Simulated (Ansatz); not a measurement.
Species: C$_{3}$H$_{8}$BF$_{2}$N (charge 0, singlet). 
Coordinates optimised at B3LYP-D3(BJ)/def2-TZVP (Ansatz, an electronic-structure program):
```xyz
15

C     -1.9110    -1.3084     0.2809
C     -1.1738    -0.0060    -0.0240
C     -1.9287     1.2093     0.5105
N      0.1877    -0.0450     0.5074
B      1.3705     0.0298    -0.2211
F      1.3718     0.1513    -1.5533
F      2.5612    -0.0174     0.3877
H     -2.0053    -1.4534     1.3607
H     -2.9167    -1.2941    -0.1428
H     -1.3735    -2.1629    -0.1311
H     -1.0756     0.0934    -1.1062
H     -2.9346     1.2579     0.0899
H     -2.0235     1.1553     1.5986
H     -1.4036     2.1316     0.2606
H      0.2500    -0.1360     1.5104
```

Atomisation energy built up term by term with Ansatz (kcal/mol; UHF references for open shells; valence terms freeze the core; atomic spin-orbit terms are left out). Basis-set limits of correlation are two-point, X^-3; Hartree-Fock from the larger set.

```csv
term,basis,kcal/mol
Hartree-Fock,cc-pVQZ,___
CCSD correlation,"CBS(cc-pVTZ,cc-pVQZ)",349.57
(T),"CBS(cc-pVTZ,cc-pVQZ)",___
core correlation,cc-pwCVTZ,5.84
scalar relativity (X2C),cc-pVTZ-DK against cc-pVTZ,-1.36
sum: De,,___
```

Problem. Complete the blanks.

Solution. 
- Hartree-Fock, kcal/mol: 1125.75
- (T), kcal/mol: 22.34
- sum: De, kcal/mol: 1502.1
